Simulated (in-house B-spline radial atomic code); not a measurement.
Se²³⁺: [He] 2s1 2p6 3s2 (with a hole in an inner shell)

Level of theory: Dirac-Hartree-Fock, average of configuration, Fermi nucleus of rms radius 4.14 fm; calculated with a radial B-spline atomic code at the basis-set limit.

Z_r = [3n² - l(l+1)]/(2<r>); Z_e = n√(-2ε); the last column is Slater's effective charge. Values are occupation-weighted means over j. An effective charge above Z reflects the relativistic contraction of the inner shells.

```csv
shell,electrons,ε (eV),<r> (bohr),Z_r,Z_e,Slater
1s,2,-13884,0.04404,34.06,31.94,33.70
2s,1,-2753.7,0.191,31.41,28.45,30.20
2p,6,-2543.7,0.1659,30.14,27.35,30.20
3s,2,-1047.4,0.4708,28.67,26.32,25.70
```

The least bound orbital is 3s1/2 at -1047 eV, and it is also the most diffuse (<r> = 0.4708 bohr). The part-filled 2s shell lies below the filled 3s shell in orbital energy.

Spin-orbit splittings of the orbital energies (j = l + 1/2 above j = l - 1/2 when positive): 2p 44.54 eV.

For the 1s electron the small component carries 1.52 % of the norm, the zero-frequency Breit interaction raises the level by 18.89 eV, self-energy by 10.32 eV, and vacuum polarisation lowers it by 1.034 eV.
